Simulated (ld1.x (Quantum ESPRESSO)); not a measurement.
# Ag (Z = 47): variants of one TM potential

Base potential:

```
Element                 : silver
Generator               : ld1.x (Quantum ESPRESSO) 7.5
Type                    : norm-conserving Troullier–Martins (Kleinman–Bylander form)
Functional              : PW91
Relativity              : scalar-relativistic
Frozen core             : [Kr]
Valence charge          : 11
Reference configuration : 4d10 5s1 5p0
Partial waves           : 5p (bound, empty): rc 4.00 bohr; 4d (bound): rc 1.30 bohr; 5s (bound): rc 2.60 bohr
Local potential         : the s channel
Core correction         : Bessel-smoothed model core inside 1.35 bohr
```

All-electron outer shells of the reference configuration (PW91, scalar-relativistic, ld1.x):

```csv
shell,level (eV),outermost node (bohr),outermost maximum (bohr)
4s,-95.12,0.44,0.82
4p,-58.63,0.44,0.87
4d,-7.50,0.43,1.04
5s,-4.46,1.11,2.49
5p,-0.79,1.25,3.86
```

Cutoffs, loose and tight: the cutoffs (Ry, on a coarse ladder) from which the occupation-weighted sum of valence levels, in a spherical-Bessel basis at the reference potential, stays within 10 and 1 mRy of its value at 400 Ry. They do not see the model core or the augmentation charge, which bear on the density cutoff. Test errors are all-electron minus pseudo excitation energies from the reference, over the configurations 4d10 5s0 5p0; 4d9 5s0 5p0; 4d8 5s0 5p0; 4d10 5s0 5p1; 4d7 5s0 5p0; 4d9 5s2 5p0; 4d9 5s1 5p1. A dash means not determined; rows that change the core or the reference have their own tests.

```tsv
change	outcome	cutoff, loose	cutoff, tight	bound ghosts	largest test error (meV)
base	generated	80 Ry	110 Ry	none	-2016
core correction none	generated	80 Ry	110 Ry	none	-1489
core correction Bessel-smoothed model core inside 0.64 bohr	generated	80 Ry	110 Ry	none	-2014
core correction Bessel-smoothed model core inside 0.92 bohr	generated	80 Ry	110 Ry	none	-2015
core correction Bessel-smoothed model core inside 1.04 bohr	generated	80 Ry	110 Ry	none	-2016
core correction Bessel-smoothed model core inside 1.30 bohr	generated	80 Ry	110 Ry	none	-2017
core correction Bessel-smoothed model core inside 1.46 bohr	generated	80 Ry	110 Ry	none	-2011
```
